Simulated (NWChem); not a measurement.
System: CH5ClGeO; SMILES C[O][GeH2][Cl]

The following NWChem deck was run.

```
start job
memory heap 200 mb stack 900 mb global 1100 mb
geometry units angstroms noautosym nocenter noautoz
  Ge     0.684805    -0.030055    -0.005841
  Cl    -0.754741    -1.683134    -0.011888
  O     -0.103864     1.457468    -0.586127
  C     -1.160189     2.028227     0.182300
  H      1.780841    -0.345896    -1.033107
  H      1.138139     0.129029     1.463145
  H     -2.054590     1.392640     0.170637
  H     -0.862412     2.204135     1.226231
  H     -1.408389     2.991325    -0.273848
end
basis spherical
  * library cc-pvtz
end
dft
  xc xpbe96 cpbe96
  iterations 150
  semidirect filesize 400000000
end
property
  efieldgrad
end
task dft property
```

Output (shortened):

```
             Northwest Computational Chemistry Package (NWChem) 7.3.0
             --------------------------------------------------------

                             Geometry "geometry" -> ""
                             -------------------------

 Output coordinates in angstroms (scale by  1.889725989 to convert to a.u.)

  No.       Tag          Charge          X              Y              Z
 ---- ---------------- ---------- -------------- -------------- --------------
    1 Ge                  32.0000     0.68480500    -0.03005500    -0.00584100
    2 Cl                  17.0000    -0.75474100    -1.68313400    -0.01188800
    3 O                    8.0000    -0.10386400     1.45746800    -0.58612700
    4 C                    6.0000    -1.16018900     2.02822700     0.18230000
    5 H                    1.0000     1.78084100    -0.34589600    -1.03310700
    6 H                    1.0000     1.13813900     0.12902900     1.46314500
    7 H                    1.0000    -2.05459000     1.39264000     0.17063700
    8 H                    1.0000    -0.86241200     2.20413500     1.22623100
    9 H                    1.0000    -1.40838900     2.99132500    -0.27384800

 Effective nuclear repulsion energy (a.u.)     370.5140399998

  pbe96 is a nonlocal functional; adding pw91lda local functional.
                              NWChem Property Module
                              ----------------------

  itol2e modified to match energy
  convergence criterion.

                                 NWChem DFT Module
                                 -----------------

 Summary of "ao basis" -> "ao basis" (spherical)
 ------------------------------------------------------------------------------
       Tag                 Description            Shells   Functions and Types
 ---------------- ------------------------------  ------  ---------------------
 Ge                         cc-pvtz                 15       43   6s5p3d1f
 Cl                         cc-pvtz                 12       34   5s4p2d1f
 O                          cc-pvtz                 10       30   4s3p2d1f
 C                          cc-pvtz                 10       30   4s3p2d1f
 H                          cc-pvtz                  6       14   3s2p1d

  itol2e modified to match energy
  convergence criterion.

            General Information
            -------------------
          SCF calculation type: DFT
          Wavefunction type:  closed shell.
          No. of atoms     :     9
          No. of electrons :    68
           Alpha electrons :    34
            Beta electrons :    34
          Charge           :     0
          Spin multiplicity:     1
          Use of symmetry is: off; symmetry adaption is: off
          Maximum number of iterations: 150
          AO basis - number of functions:   207
                     number of shells:    77
          Convergence on energy requested:  1.00D-07
          Convergence on density requested:  1.00D-05
          Convergence on gradient requested:  5.00D-04

              XC Information
              --------------
          PerdewBurkeErnzerhof Exchange Functional  1.000
            Perdew 1991 LDA Correlation Functional  1.000 local
           PerdewBurkeErnz. Correlation Functional  1.000 non-local

             Grid Information
             ----------------
          Grid used for XC integration:  fine
          Radial quadrature: Mura-Knowles
          Angular quadrature: Lebedev.
          Tag              B.-S. Rad. Rad. Pts. Rad. Cut. Ang. Pts.
          ---              ---------- --------- --------- ---------
          Ge                  1.25      140          11.0       974
          Cl                  1.00      123          13.0       770
          O                   0.60       70          10.0       590
          C                   0.70       70          11.0       590
          H                   0.35       60          12.0       590
          Grid pruning is: on
          Number of quadrature shells:   703
          Spatial weights used:  Erf1

[...]

          -----------------------
          Electric field gradient
          -----------------------

 1 a.u. = 0.324123 10**(16) esu/cm**3  ( or statvolts/cm**2 ) = 0.97174 10**(22) v/m**2

 ------------------------------------------------------------
   Atom      X         Y         Z
 ------------------------------------------------------------
    1 Ge   1.29409  -0.05680  -0.01104
 ------------------------------------------------------------

 Electric field gradient in molecular frame (a.u.)
         XX             YY             ZZ             XY             XZ             YZ
 ------------------------------------------------------------------------------------------
       -0.235806      -0.980009       1.215815      -0.614035      -0.347354       0.382936

 Principal components (a.u.) and orientation
 of principal axis w.r.t. absolute frame                      Asymmetry parameter eta
 --------------------------------------------------------------------------------------
        1.410601      -1.337045      -0.073555                       0.895711

       -0.279697       0.469369       0.837533
        0.221483       0.880365      -0.419408
        0.934192      -0.068192       0.350192

 ------------------------------------------------------------
   Atom      X         Y         Z
 ------------------------------------------------------------
    2 Cl  -1.42625  -3.18066  -0.02247
 ------------------------------------------------------------

 Electric field gradient in molecular frame (a.u.)
         XX             YY             ZZ             XY             XZ             YZ
 ------------------------------------------------------------------------------------------
       -0.356335      -0.869752       1.226088      -1.588702      -0.034975       0.020453

 Principal components (a.u.) and orientation
 of principal axis w.r.t. absolute frame                      Asymmetry parameter eta
 --------------------------------------------------------------------------------------
       -2.222367       1.232829       0.989538                       0.109474

        0.648279      -0.127916       0.750581
        0.761400       0.106245      -0.639517
        0.002059       0.986078       0.166271

 ------------------------------------------------------------
   Atom      X         Y         Z
 ------------------------------------------------------------
    3 O   -0.19627   2.75422  -1.10762
 ------------------------------------------------------------

 Electric field gradient in molecular frame (a.u.)
         XX             YY             ZZ             XY             XZ             YZ
 ------------------------------------------------------------------------------------------
       -0.231961      -0.205099       0.437061       1.192598       0.797249       0.011735

 Principal components (a.u.) and orientation
 of principal axis w.r.t. absolute frame                      Asymmetry parameter eta
 --------------------------------------------------------------------------------------
       -1.576615       1.368993       0.207622                       0.736623

        0.724888       0.654808      -0.213927
       -0.627900       0.500333      -0.596161
       -0.283337       0.566475       0.773839

 ------------------------------------------------------------
   Atom      X         Y         Z
 ------------------------------------------------------------
    4 C   -2.19244   3.83279   0.34450
 ------------------------------------------------------------

 Electric field gradient in molecular frame (a.u.)
         XX             YY             ZZ             XY             XZ             YZ
 ------------------------------------------------------------------------------------------
       -0.127358       0.099022       0.028336       0.194913       0.224007      -0.142115

 Principal components (a.u.) and orientation
 of principal axis w.r.t. absolute frame                      Asymmetry parameter eta
 --------------------------------------------------------------------------------------
       -0.402637       0.215237       0.187400                       0.069136

        0.733236       0.297668       0.611358
       -0.433336       0.897424       0.082772
       -0.524009      -0.325614       0.787013

 ------------------------------------------------------------
   Atom      X         Y         Z
 ------------------------------------------------------------
    5 H    3.36530  -0.65365  -1.95229
 ------------------------------------------------------------

 Electric field gradient in molecular frame (a.u.)
         XX             YY             ZZ             XY             XZ             YZ
 ------------------------------------------------------------------------------------------
       -0.033605       0.054612      -0.021007       0.029125       0.091294      -0.026381

 Principal components (a.u.) and orientation
 of principal axis w.r.t. absolute frame                      Asymmetry parameter eta
 --------------------------------------------------------------------------------------
       -0.127304       0.064449       0.062855                       0.012527

        0.715001       0.687856      -0.125010
       -0.211126       0.382902       0.899340
       -0.666483       0.616636      -0.419000

 ------------------------------------------------------------
   Atom      X         Y         Z
 ------------------------------------------------------------
    6 H    2.15077   0.24383   2.76494
 ------------------------------------------------------------

 Electric field gradient in molecular frame (a.u.)
         XX             YY             ZZ             XY             XZ             YZ
 ------------------------------------------------------------------------------------------
        0.045778       0.058644      -0.104422      -0.005188      -0.050944      -0.018055

[...]
```

Level: PBE/cc-pVTZ. The geometry was optimised at B3LYP/6-31G* (spherical d). NWChem prints the field gradient with the sign opposite to the second derivative of the potential.
